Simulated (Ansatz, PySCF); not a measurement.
Isomers of C2H5B. Gas-phase values, no solvent. One relaxed conformer stands for each flexible species; it need not be the lowest. Strings in code marks are SMILES.

Quantity: electronic energy of isomers of C2H5B relative to `BC=C`, in eV. The restricted reference of `BC=C` is unstable towards unrestricted orbitals.

Level 1: PBE0-D4/def2-TZVP (PySCF)
Level 2: frozen-core MP2/cc-pVQZ // PBE0-D4/def2-TZVP (Ansatz, a quantum-chemistry and plane-wave program)
Level 3: PBE/6-31G* // PBE0-D4/def2-TZVP (PySCF)
Level 4: HF/3-21G // PBE0-D4/def2-TZVP (PySCF)

| species | level 2 | level 3 | level 4 |
|---|---|---|---|
| `[H]/B=C/C` | 0.76 | 0.75 | 0.83 |
| `B1CC1` | 0.46 | 0.428 | 0.76 |

Question: What does level 1 give for each?

Answer: 
- `[H]/B=C/C`: 0.70
- `B1CC1`: 0.322
